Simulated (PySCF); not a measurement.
Species: SiH2Me(NHMe), C₂H₉NSi.
Structure used (PBE0-D3(BJ)/def2-SVP), in Å, numbered top down from 1:
```
atom  x, y, z in Å
Si1    0.5607    0.5856    0.2357
H2     0.7937    0.5128    1.7138
H3     1.9258    0.6600   -0.3977
C4    -0.3848    2.1317   -0.2405
H5     0.1721    3.0261    0.0799
H6    -1.3790    2.1558    0.2301
H7    -0.5149    2.1980   -1.3324
N8    -0.3723   -0.8057   -0.2101
C9    -0.0342   -2.1582    0.1592
H10   -0.9097   -0.7406   -1.0681
H11    0.6810   -2.6547   -0.5268
H12    0.4248   -2.1670    1.1610
H13   -0.9327   -2.7959    0.2182
```

Theory: PySCF 2.14.0, density-fitted response routines, TDDFT wB97X-D/def2-SVPD, vertical, gas phase, core orbitals frozen in the response.

Frontier orbitals with the atoms that hold most of them (Löwdin shares over 4%, at most four atoms; ? is withheld):

```json
{"orbital": "LUMO+2", "ε (eV)": "3.06", "atoms": "Si1 25%, H3 13%, H2 13%, H10 12%"}
{"orbital": "LUMO+1", "ε (eV)": "2.43", "atoms": "C9 20%, Si1 15%, C4 12%, H2 8%"}
{"orbital": "LUMO", "ε (eV)": "?", "atoms": "Si1 34%, C4 15%, C9 9%, H10 8%"}
{"orbital": "HOMO", "ε (eV)": "-8.52", "atoms": "?"}
{"orbital": "HOMO-1", "ε (eV)": "-10.88", "atoms": "?"}
{"orbital": "HOMO-2", "ε (eV)": "-11.05", "atoms": "Si1 33%, H2 23%, H3 18%, C4 8%"}
{"orbital": "HOMO-3", "ε (eV)": "-11.76", "atoms": "N8 26%, C9 20%, Si1 13%, H12 10%"}
```

(1) Give the leading atoms of the HOMO-1.

(2) Give the leading atoms of the HOMO.

(3) What is the LUMO energy, and the HOMO–LUMO gap?

Results:

(1) C4 (bonded to Si and 3 H) 40%; Si1 (bonded to C, N and 2 H) 26%; H2 (bonded to Si) 7%; H3 (bonded to Si) 5%. By element: carbon 40% or more, silicon 26%, hydrogen 12% or more.

(2) N8 (bonded to C, Si and H) 56%; C9 (bonded to N and 3 H) 11%; Si1 (bonded to C, N and 2 H) 10%; H3 (bonded to Si) 7%.

(3) ε(LUMO) = 2.29 eV; the gap is 10.81 eV (0.3974 hartree).

Question: The HOMO–LUMO gap is 10.81 eV. Where does the response calculation put the lowest singlet, and from which orbitals?

Answer: S1 is at 6.22 eV (f = 0.0024), 4.59 eV below the gap, made of HOMO→LUMO (53%), HOMO→LUMO+1 (36%). Without the coupling terms of the response equations the lowest excitation would equal the gap.

Next come S2 at 6.79 eV (f 0.0065), HOMO→LUMO+1 (52%), HOMO→LUMO (30%); S3 at 7.43 eV (f 0.046), HOMO→LUMO+2 (56%), HOMO→LUMO+4 (22%); S4 at 7.51 eV (f 0.028), HOMO→LUMO+3 (59%), HOMO→LUMO+2 (17%); S5 at 7.97 eV (f 0.0009), HOMO→LUMO+4 (64%), HOMO→LUMO+3 (15%), HOMO→LUMO+2 (11%).

Löwdin shares depend on the basis, the more so with diffuse functions.

One conformer stands for the species.
